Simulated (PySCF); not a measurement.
## `InChI=1S/C6H8OS/c1-3-6-5(2)4-8(6)7/h1,5-6H,4H2,2H3/t5-,6-,8+/m1/s1`

Cartesian coordinates in Å; atom numbers follow the order of the lines, from 1:
```xyz
16

C     2.1048   -0.3802   -1.5786
C     0.9469   -0.4655   -1.2815
C    -0.4086   -0.6350   -0.8676
C    -0.9064    0.3420    0.2142
C    -0.3221    1.7446    0.1710
C    -0.4906   -0.5125    1.4085
S    -0.5454   -2.0669    0.3844
O     0.7126   -2.7885    0.5060
H     3.1093   -0.2926   -1.8667
H    -1.0690   -0.7688   -1.7246
H    -1.9977    0.3993    0.1621
H    -0.6785    2.3237    1.0198
H     0.7642    1.7044    0.2058
H    -0.6182    2.2511   -0.7449
H     0.5400   -0.3387    1.7080
H    -1.1488   -0.5074    2.2727
```

The calculation used TDDFT PBE0/def2-SVPD circular dichroism and optical rotation, one conformer, gas phase in PySCF. Geometry: GFN2-xTB.

States above about 6.8 eV (minus the energy of the highest occupied orbital) lie near or above the ionisation threshold and depend on the basis.

(1) Draw the ECD and absorption spectra from the lowest 12 states, each a Gaussian of half-width 0.2 eV at 1/e height.

Results:

(1) 
| E (eV) | λ (nm) | Δε (L mol⁻¹ cm⁻¹) | ε (L mol⁻¹ cm⁻¹) |
| --- | --- | --- | --- |
| 4.47 | 277 | +0.03 | 6.83 |
| 4.62 | 268 | +0.62 | 165 |
| 4.77 | 260 | +4.86 | 1300 |
| 4.92 | 252 | +12.41 | 3320 |
| 5.07 | 244 | +10.28 | 2750 |
| 5.22 | 237 | +2.56 | 761 |
| 5.37 | 231 | -1.73 | 265 |
| 5.52 | 224 | -5.75 | 739 |
| 5.67 | 218 | -1.92 | 1580 |
| 5.82 | 213 | +11.67 | 2790 |
| 5.97 | 208 | +12.71 | 3790 |
| 6.12 | 202 | -6.27 | 6540 |
| 6.27 | 198 | -18.92 | 7090 |
| 6.42 | 193 | -5.01 | 3490 |
| 6.57 | 189 | +13.88 | 3500 |
| 6.72 | 184 | +10.52 | 5300 |
| 6.87 | 180 | -1.95 | 4410 |

Δε uses R in velocity form, ε uses f in length form. Only the states computed contribute, so the short-wavelength end is incomplete.
